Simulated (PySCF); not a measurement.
# Bi²⁺: ionisation energy

Bi²⁺ [Xe] 4f14 5d10 6s2 6p1 (2P) → Bi³⁺ [Xe] 4f14 5d10 6s2 (1S), as a difference of total energies. All numbers are calculated (PySCF 2.14, a scalar-relativistic core potential, in aug-cc-pVTZ-PP with one added diffuse shell each of d, f type with ECP60MDF (6s5p5d3f, 67 functions)). Correlated levels: valence: 5s2 5p6 5d10 frozen. The calculations carry no spin-orbit coupling.

```csv
method,ionisation energy (eV)
UHF,23.042
LDA,23.883
PBE,23.633
PBE0,23.660
r2SCAN,23.727
B97-3,23.448
MN15,23.739
wB97M-V,23.601
PW91,23.719
MP2 (valence),23.237
SCS-MP2 (valence),23.227
```

Problem. How much does correlation contribute at MP2 (valence)?

Solution. 23.237 − (23.042) = 0.195 eV, measured against UHF.

The reference lies between the lowest fine-structure levels, while these numbers refer to the centres of the terms.

Errors of the correlated levels include the incompleteness of this basis and the frozen core.

For comparison: 25.571 eV (measured; NIST Atomic Spectra Database, ionization energies).
